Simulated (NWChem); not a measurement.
# toluene (C7H8); SMILES c1(ccccc1)C

```xyz
15

C     -0.0008     2.4150    -0.0094
C     -0.0006     0.9129     0.0109
C     -1.2014     0.1920     0.0084
C     -1.2043    -1.2017    -0.0015
C     -0.0007    -1.9052    -0.0072
C      1.2029    -1.2018    -0.0020
C      1.2001     0.1920     0.0079
H      0.8928     2.8261     0.4827
H     -0.8880     2.8261     0.4942
H     -0.0074     2.7967    -1.0445
H     -2.1517     0.7342     0.0162
H     -2.1545    -1.7420    -0.0011
H     -0.0007    -2.9980    -0.0116
H      2.1531    -1.7421    -0.0020
H      2.1504     0.7341     0.0153
```
Atoms are numbered in this order, from 1.

Level: PBE0/def2-SVP (NWChem), optimised geometry, unscaled harmonic frequencies. 

```csv
frequency (cm⁻¹),IR intensity (km/mol)
17,0.5
212,2.3
346,0.4
419,0.0
482,8.2
529,0.6
633,0.1
723,28.0
752,31.7
810,0.9
866,0.0
923,0.3
993,0.0
1002,0.0
1016,0.2
1023,0.3
1051,9.1
1062,3.7
1111,7.5
1169,0.0
1192,0.3
1249,0.3
1333,0.0
1393,1.1
1393,0.0
1450,3.8
1459,7.7
1497,11.2
1542,17.8
1668,0.5
1695,8.0
3052,20.3
3136,9.4
3165,8.1
3192,6.2
3194,4.1
3206,3.3
3214,20.5
3226,8.5
```

- zero-point energy = 80.6 kcal/mol
- thermal correction to the enthalpy at 298.15 K (with zero-point energy) = 85.1 kcal/mol
- heat capacity Cv = 23.1 cal/(mol K)
- entropy at 298.15 K and 1 atm (symmetry number 1) = 81.0 cal/(mol K)
- dipole moment = 0.41 D

Rigid rotor and harmonic oscillator; modes under 100 cm⁻¹ make the entropy uncertain.
